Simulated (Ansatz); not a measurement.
`[AlH2][CH2][SiH2][SiH3]` + `N1[SiH2]P1` → `[SiH3]N1[SiH2]P1` + `[AlH2][CH2][SiH3]` at 600 K and 1 bar (cleavage of the Si–Si bond).

Gas-phase electronic energies from Ansatz, PBE0-D4/def2-TZVP geometries. CCSD(T)/CBS adds triple-zeta CCSD(T) − MP2 to the extrapolated MP2 energy (def2 sets, frozen cores). Each species was taken in one conformer, which may not be the lowest.

| species | CCSD(T)/CBS energy (Eh) | H − E (kJ/mol) | S (J/(mol·K)) |
| --- | --- | --- | --- |
| `[AlH2][CH2][SiH2][SiH3]` | -863.62463 | 292.1 | 486.2 |
| `N1[SiH2]P1` | -687.10203 | 151.0 | 345.6 |
| `[SiH3]N1[SiH2]P1` | -977.41004 | 211.7 | 438.4 |
| `[AlH2][CH2][SiH3]` | -573.34237 | 226.7 | 417.6 |

H − E and S are ideal-gas, rigid-rotor, harmonic terms from PBE0-D4/def2-TZVP, for one conformer and one mirror image of each species. 1 Eh = 2625.50 kJ/mol, R = 8.31446 J/(mol·K).

Q: By hand: ΔE, ΔH, ΔS and ΔG.

A: ΔE = (-977.41004) + (-573.34237) − (-863.62463) − (-687.10203) = -0.02575 Eh = -67.6 kJ/mol. Δ(H − E) = 211.7 + 226.7 − 292.1 − 151.0 = -4.7, so ΔH = -72.3 kJ/mol. ΔS = 438.4 + 417.6 − 486.2 − 345.6 = 24.2 J/(mol·K). ΔG = -72.3 − 600 × (24.2)/1000 = -86.8 kJ/mol.

Q: By hand: the equilibrium constant, and the temperature at which ΔG would vanish if ΔH and ΔS stayed fixed.

A: log₁₀ K = −ΔG/(RT ln 10) = 7.6. ΔH and −TΔS have one sign here, so there is no such temperature.

ΔH outweighs TΔS. A doubt of 5 kJ/mol in ΔE shifts log₁₀ K by 0.4 here. Other conformers and mirror images would add mixing entropy, several J/(mol·K) or more a flexible species. These are equilibria of isolated gas molecules and say nothing of rates. Largest T1 diagnostic: 0.015 (customary marks: 0.02 for closed shells, 0.045 for open ones).
